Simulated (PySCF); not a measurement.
A species of formula C7H15OP has this rotational fingerprint, computed with PBE0/pcSseg-1 in PySCF (dipole) on a GFN2-xTB geometry, gas phase:

| Property | Result |
| --- | --- |
| Rotational constants | A = 1845, B = 1172, C = 965.0 MHz |
| Dipole components | \|μa\| = 0.15 D, \|μb\| = 3.93 D, \|μc\| = 1.00 D |
| Inertial defect | -181.42 u·Å² |
| κ | -0.53 |

Task: Which structure is it? (One computed conformer of each.)
A. `[CH3:1][O:2][CH2:3][CH2:4][P:5]([CH3:6])[CH:7]1[CH2:8][CH2:9]1` with C1–O2–C3–C4 179°, O2–C3–C4–P5 -176°, C3–C4–P5–C6 -176°, C4–P5–C7–C8 102°
B. `[CH3:1][CH2:2][CH2:3][P:4]([CH2:5][OH:6])[CH:7]1[CH2:8][CH2:9]1` with C1–C2–C3–P4 178°, C2–C3–P4–C5 175°, C3–P4–C5–O6 -169°, P4–C5–O6–H -58°, C3–P4–C7–C8 -98°
C. `C[C@@H]1C[P@]1(=O)C(C)(C)C`

Result: C. It is C[C@@H]1C[P@]1(=O)C(C)(C)C, an asymmetric top, point group C1. The candidates at the same level (rigid rotor, commonest isotopes):

```csv
SMILES,A (MHz),B (MHz),C (MHz),μa (D),μb (D),μc (D),Δ (u·Å²),point group,rotor
CCCP(CO)C1CC1,1754,876.0,629.8,1.24,0.03,0.03,-62.67,C1,asymmetric top
COCCP(C)C1CC1,2104,704.5,562.5,0.25,0.94,0.51,-59.03,C1,asymmetric top
C[C@@H]1C[P@]1(=O)C(C)(C)C,1845,1172,965.0,0.15,3.93,1.00,-181.42,C1,asymmetric top
```

`CCCP(CO)C1CC1` has C 35 % too low; `COCCP(C)C1CC1` has C 42 % too low. No structure here is proved a minimum.
